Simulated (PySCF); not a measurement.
Compound: C6H13As.
SMILES with atom numbers: `[CH3:1][CH2:2][CH2:3]/[CH:4]=[CH:5]\[CH2:6][AsH2:7]` (hydrogens: H8, H9, H10 on C1; H11, H12 on C2; H13, H14 on C3; H15 on C4; H16 on C5; H17, H18 on C6; H19, H20 on As7)

Cartesian coordinates in Å at the PBE0-D3(BJ)/def2-SVP level; atoms count from 1:
```xyz
20
C6H13As angstrom
C     -2.8721    0.7172    0.2914
C     -1.5945    0.7505   -0.5308
C     -0.8875   -0.6054   -0.5968
C      0.3473   -0.5721   -1.4391
C      1.6136   -0.6875   -1.0130
C      2.0627   -0.8775    0.3963
As     2.2624    0.8981    1.2893
H     -3.5976   -0.0019   -0.1221
H     -2.6682    0.4175    1.3320
H     -3.3599    1.7033    0.3200
H     -0.8940    1.4915   -0.1093
H     -1.8164    1.0939   -1.5565
H     -1.5907   -1.3527   -1.0087
H     -0.6533   -0.9371    0.4280
H      0.1884   -0.3995   -2.5106
H      2.4128   -0.5902   -1.7570
H      1.3279   -1.4338    0.9968
H      3.0184   -1.4160    0.4429
H      3.2339    0.4311    2.3753
H      3.4060    1.3685    0.3943
```

All values: PBE0/def2-SVPD (PySCF, non-relativistic), on one gas-phase PBE0-D3(BJ)/def2-SVP geometry that isn't relaxed in the solvent. The solvent is an IEF-PCM continuum (Bondi radii, 1.10 Å for H, scaled by 1.2), and excitations are vertical TDDFT with non-equilibrium linear response and a frozen core. Specific hydrogen bonds and non-electrostatic terms are outside this model. Spin–orbit coupling is left out although an atom past zinc is present.

Gas-phase singlets (H = HOMO, L = LUMO):

```json
{"state": "S1", "E (eV)": "5.883", "λ (nm)": "211", "f": "0.088", "leading configurations": "H→L+1 57%, H→L 40%"}
{"state": "S2", "E (eV)": "6.021", "λ (nm)": "206", "f": "0.156", "leading configurations": "H→L 42%, H→L+1 36%"}
{"state": "S3", "E (eV)": "6.301", "λ (nm)": "197", "f": "0.013", "leading configurations": "H→L+2 91%"}
{"state": "S4", "E (eV)": "6.367", "λ (nm)": "195", "f": "0.013", "leading configurations": "H-1→L 63%, H-1→L+1 20%"}
{"state": "S5", "E (eV)": "6.643", "λ (nm)": "187", "f": "0.309", "leading configurations": "H-1→L+1 65%, H-1→L 12%"}
```

Q: Give the list for chloroform (ε = 4.711), n² = 2.09.

A: 
| state | E (eV) | λ (nm) | f | leading configurations | change by rank (eV) |
| --- | --- | --- | --- | --- | --- |
| S1 | 5.847 | 212 | 0.284 | H→L 74%, H→L+1 20% | -0.036 |
| S2 | 5.998 | 207 | 0.093 | H→L+1 72%, H→L 14% | -0.023 |
| S3 | 6.286 | 197 | 0.024 | H→L+2 92% | -0.015 |
| S4 | 6.355 | 195 | 0.033 | H-1→L 71%, H-1→L+1 14% | -0.012 |
| S5 | 6.605 | 188 | 0.375 | H-1→L+1 76%, H-1→L 10% | -0.038 |

Q: How do the frontier levels move from gas to chloroform?

A: 
| orbital | gas (eV) | solvent (eV) | change (eV) | Löwdin shares, gas | Löwdin shares, solvent |
| --- | --- | --- | --- | --- | --- |
| LUMO+2 | 0.70 | 0.77 | +0.07 | As7 52 %, H20 13 %, H19 10 %, C6 6 % | As7 53 %, H20 14 %, H19 9 %, C6 6 % |
| LUMO+1 | 0.25 | 0.36 | +0.11 | As7 30 %, H19 12 %, C6 10 %, H20 8 % | As7 31 %, H19 13 %, C6 10 %, H20 7 % |
| LUMO | -0.04 | 0.02 | +0.06 | As7 23 %, C4 21 %, C5 20 %, C6 10 % | As7 23 %, C4 21 %, C5 21 %, C6 10 % |
| HOMO | -6.76 | -6.70 | +0.06 | C4 25 %, C5 22 %, As7 21 %, C6 12 % | C4 25 %, C5 23 %, As7 20 %, C6 12 % |
| HOMO-1 | -7.43 | -7.39 | +0.04 | As7 51 %, H19 10 %, C5 9 %, C6 8 % | As7 52 %, H19 10 %, C5 8 %, C6 8 % |
| HOMO-2 | -9.10 | -8.98 | +0.12 | C2 17 %, C3 16 %, H12 9 %, H14 9 % | C2 17 %, C3 16 %, H12 10 %, H14 9 % |
| HOMO-3 | -9.22 | -9.11 | +0.11 | C2 15 %, C3 13 %, C1 12 %, C5 10 % | C2 15 %, C3 13 %, C1 12 %, C5 10 % |

The HOMO–LUMO gap goes from 6.72 to 6.73 eV.
